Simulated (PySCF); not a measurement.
H5B3N3 (SMILES [B]1NBNBN1), doublet, geometry from GFN2-xTB.

PySCF was given this input:
```python
from pyscf import gto, scf, ci

mol = gto.Mole()
mol.atom = '''
    B    -0.48911248    1.40989674   -0.13547428
    N    -1.38981109    0.33756282    0.08926920
    B    -0.95805654   -1.00743956    0.22184004
    N     0.43377292   -1.25037705    0.12014634
    B     1.38580449   -0.22557016   -0.10336250
    N     0.89158792    1.09859602   -0.22726695
    H    -2.38025110    0.51939311    0.16047812
    H    -1.72369966   -1.88045081    0.40790365
    H     0.76291547   -2.19915064    0.21131217
    H     2.53551425   -0.45965454   -0.18304741
    H     1.56349543    1.83495520   -0.38670294
'''
mol.basis = 'sto-3g'
mol.spin = 1
mol.verbose = 3
mol.build()

mf = scf.UHF(mol)
mf.kernel()

myci = ci.CISD(mf)
myci.kernel()
print('E(CISD) = %.10f' % myci.e_tot)
```

**Question.** What is the computed SCF-reference Mulliken (on the basis functions themselves) charges in atom order (CISD/STO-3G in PySCF)?

**Answer.** B1 0.37, N2 -0.52, B3 0.42, N4 -0.52, B5 0.42, N6 -0.52, H7 0.18, H8 -0.09, H9 0.18, H10 -0.09, H11 0.18

**Question.** What is the computed SCF-reference HOMO energy (CISD/STO-3G)?

**Answer.** -7.25 eV

**Question.** Estimate the number of basis functions that CISD/STO-3G returns for this input.

**Answer.** 35

**Question.** Estimate the total energy that CISD/STO-3G returns for this input.

**Answer.** -237.7586 Eh

These values belong to the state on which the SCF converged, which isn't shown to be the lowest.
